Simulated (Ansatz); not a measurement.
Consider the cleavage of the Al–Si bond: `FC[SiH](F)[AlH2]` + `CC(C)N` → `CC(C)[NH][AlH2]` + `FC[SiH2]F`.

Gas-phase electronic energies from Ansatz, PBE0-D4/def2-TZVP geometries. CCSD(T)/CBS is the MP2 limit (def2-TZVPP, def2-QZVPP) plus CCSD(T) − MP2 in def2-TZVPP, frozen cores. Functionals use def2-TZVPP. Each species was taken in one conformer, which may not be the lowest.

`FC[SiH](F)[AlH2]`:

```xyz
10

F    -1.989   -1.074    1.570
C    -1.192   -0.073    1.031
Si    0.184   -0.775   -0.062
F     1.202   -1.609    0.869
Al    1.378    1.010   -1.298
H    -0.784    0.518    1.859
H    -1.830    0.591    0.434
H    -0.457   -1.756   -0.985
H     2.961    1.028   -1.399
H     0.526    2.141   -2.020
```

`CC(C)N`:

Cartesian coordinates in Å:
```
C 0.773 -1.144 -0.148
C 0.062 0.104 0.340
C 0.038 1.182 -0.728
N -1.311 -0.243 0.689
H 0.790 -1.917 0.625
H 0.259 -1.552 -1.022
H 1.808 -0.923 -0.421
H 0.624 0.498 1.204
H 1.052 1.468 -1.018
H -0.473 2.080 -0.372
H -0.491 0.821 -1.614
H -1.326 -0.943 1.421
H -1.804 0.568 1.044
```

`CC(C)[NH][AlH2]`:

Z-matrix (Å, degrees):
```
C
C 1 1.523
H 1 1.095 2 110.4
H 1 1.092 2 110.7 3 -119.5
H 1 1.093 2 111.4 3 119.7
C 2 1.523 1 111.0 3 -62.6
N 2 1.453 1 111.4 3 62.2
H 2 1.097 1 108.0 3 179.2
H 6 1.092 2 110.7 1 -178.0
H 6 1.095 2 110.4 1 62.5
H 6 1.093 2 111.3 1 -57.1
Al 7 1.768 2 128.7 1 117.5
H 7 1.012 2 111.3 1 -62.4
H 12 1.585 7 117.4 2 0.0
H 12 1.584 7 117.8 2 -180.0
```

`FC[SiH2]F`:

Cartesian coordinates in Å:
```
F -0.558 1.714 -0.724
C -0.734 0.349 -0.536
Si 0.638 -0.379 0.526
F 2.016 -0.368 -0.286
H -0.772 -0.132 -1.520
H -1.706 0.188 -0.053
H 0.291 -1.789 0.833
H 0.825 0.417 1.761
```

| species | LC-ωPBE energy (Eh) |
| --- | --- |
| `FC[SiH](F)[AlH2]` | -772.56421 |
| `CC(C)N` | -174.45803 |
| `CC(C)[NH][AlH2]` | -417.42849 |
| `FC[SiH2]F` | -529.63314 |

Work out ΔE.

ΔE = (-417.42849) + (-529.63314) − (-772.56421) − (-174.45803) = -0.03939 Eh = -24.7 kcal/mol. CCSD(T)/CBS gives -26.6 kcal/mol.

Largest T1 diagnostic among the species: 0.012.

At CCSD(T), def2-SVP lies −2.9 kcal/mol from the extrapolated value and def2-TZVPP −0.5 kcal/mol. From BLYP to BHLYP (50 % exact exchange), in def2-TZVPP and without D4, ΔE moves by −1.5 kcal/mol.
